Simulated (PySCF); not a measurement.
## Correlation energy of O⁺ (oxygen, charge +1)

[He] 2s2 2p2 3s1, high-spin 4P determinant (an excited configuration). Computed with PySCF 2.14 in aug-cc-pwCVTZ, with the non-relativistic Hamiltonian (point nucleus). Frozen: nothing; 7 electrons correlated.

```tsv
level	correlation energy (mhartree)
CCSD	-160.75
(T)	-2.74
CCSD(T)	-163.49
```

Diagnostics: T1 = 0.0065, D1 = 0.0203, largest double amplitude 0.114.

Question: Is a single reference adequate?

Answer: Mostly. T1 lies below 0.03, but a double amplitude of this size points to a near-degeneracy that CCSD handles and MP2 describes poorly.
